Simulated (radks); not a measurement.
Question: Co XIII, 15 electrons, occupied as [Ne] 3s2 3p3. Calculated with a radial shooting solver on a logarithmic mesh with Libxc functionals: Dirac Kohn-Sham, exchange-only PBE, spin-unpolarised, spherical densities, finite nucleus; open shells fill j = l - 1/2 first; Fermi nuclear charge, rms radius 3.7875 fm. Some entries of the table are withheld. Estimate them.

orbital  occ.  eigenvalue (hartree)  <1/r> (bohr^-1)  <r> (bohr)
1s1/2       2                   (1)              (2)     0.05619
2s1/2       2             -45.80291            5.875         (3)
2p1/2       2             -41.49676            5.819      0.2211
2p3/2       4             -40.94519            5.708      0.2241
3s1/2       2             -14.46039            2.134      0.6761
3p1/2       2                   (4)              (5)      0.6710
3p3/2       1                   (6)              (7)      0.6763

Answer: 
(1) 1s1/2 eigenvalue (hartree): -292.0377
(2) 1s1/2 <1/r> (bohr^-1): 27.03
(3) 2s1/2 <r> (bohr): 0.2536
(4) 3p1/2 eigenvalue (hartree): -13.11004
(5) 3p1/2 <1/r> (bohr^-1): 2.062
(6) 3p3/2 eigenvalue (hartree): -13.00668
(7) 3p3/2 <1/r> (bohr^-1): 2.038
